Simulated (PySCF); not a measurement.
C₂H₄BFO₂.

```xyz
10

F     -1.6289     1.1342    -0.7698
B     -0.6272     0.4166    -0.3002
C     -0.5988    -1.0840     0.1864
O      0.6835    -1.1357     0.8010
C      1.4685    -0.1192     0.2679
O      0.6189     0.9222    -0.1782
H     -0.6849    -1.8066    -0.6517
H     -1.3675    -1.3530     0.9269
H      2.1463     0.2621     1.0476
H      2.0645    -0.4669    -0.6011
```
Charge 0, spin multiplicity 1.

Coordinates come from a PBE0-D3(BJ)/def2-SVP optimisation. The structure was generated by enumeration, and PubChem lists no compound with its InChIKey, so it may never have been made. The values are those of a single conformer.

The numbers are results of PySCF with PBE0/pcSseg-1, not measurements. Non-relativistic, no solvent.

Task: Give the absolute GIAO shielding of each atom: isotropic value and principal components (ppm). (Estimate from the structure and the level; the computed values follow.)

Result: 
| atom | σ(iso) | σ11 | σ22 | σ33 | span |
|---|---|---|---|---|---|
| F1 | 289.8 | 126.7 | 291.1 | 451.7 | 325.0 |
| B2 | 66.3 | 52.8 | 70.6 | 75.3 | 22.5 |
| C3 | 130.6 | 103.3 | 107.9 | 180.7 | 77.3 |
| O4 | 282.6 | 194.7 | 280.3 | 373.0 | 178.4 |
| C5 | 84.7 | 54.3 | 86.6 | 113.4 | 59.1 |
| O6 | 139.1 | -44.0 | 192.1 | 269.3 | 313.3 |
| H7 | 27.9 | 23.9 | 26.3 | 33.6 | 9.7 |
| H8 | 27.7 | 24.3 | 26.2 | 32.8 | 8.5 |
| H9 | 25.9 | 22.1 | 24.9 | 30.6 | 8.4 |
| H10 | 26.0 | 21.8 | 25.5 | 30.8 | 9.0 |
